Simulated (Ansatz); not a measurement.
Energy needed to pull apart C2H2AlCl (SMILES C#[C][AlH][Cl]), closed shell, into free ground-state atoms, from the structure below (displaced at random from a GFN2-xTB minimum); no zero-point or spin–orbit terms; open-shell atoms are treated unrestricted, in their ground-state multiplicity.

C1  (0.212, 0.882, -1.654)
C2  (0.111, 0.280, -0.642)
Al3  (-0.025, -0.661, 1.151)
Cl4  (-1.212, -2.217, 1.324)
H5  (0.358, 1.502, -2.482)
H6  (0.392, -0.033, 2.421)
(Å)

Program: Ansatz 0.2.0. Basis: def2-TZVPP. Cores are frozen in the correlated methods.

```tsv
method	atomization energy (kcal/mol)
PBE-D4	?
r2SCAN-D4	544.2
PBE0-D4	541.3
r2SCAN0-D4	534.1
HSE06-D4	541.7
wB97M-V	543.8
HF	?
MP2	544.6
CCSD	515.4
CCSD(T)	525.9
```

What does PBE-D4 give? (To be estimated.)

Computed: 550.9 kcal/mol, which is about 25.0 kcal/mol more than CCSD(T)/def2-TZVPP.

What does HF give? (An estimate is asked for; the value comes from the calculation.)

Computed: 402.4 kcal/mol, which is about 123.5 kcal/mol less than CCSD(T)/def2-TZVPP.

In triple zeta the MP2 and coupled-cluster atomization energies are still short of their basis limit by a few kcal/mol a bond, whereas those of the functionals are nearly converged, so these differences are not deviations from converged CCSD(T).

T1 diagnostic: at most 0.011.

For scale, one of the runs: CCSD(T)/def2-TZVPP forces, 174 basis functions (an equivalent command: `ansatz run in.yaml --threads 4`). Hardware: 4 CPU threads, shared host. Wall time 68 s; peak host memory 2.7 GiB.
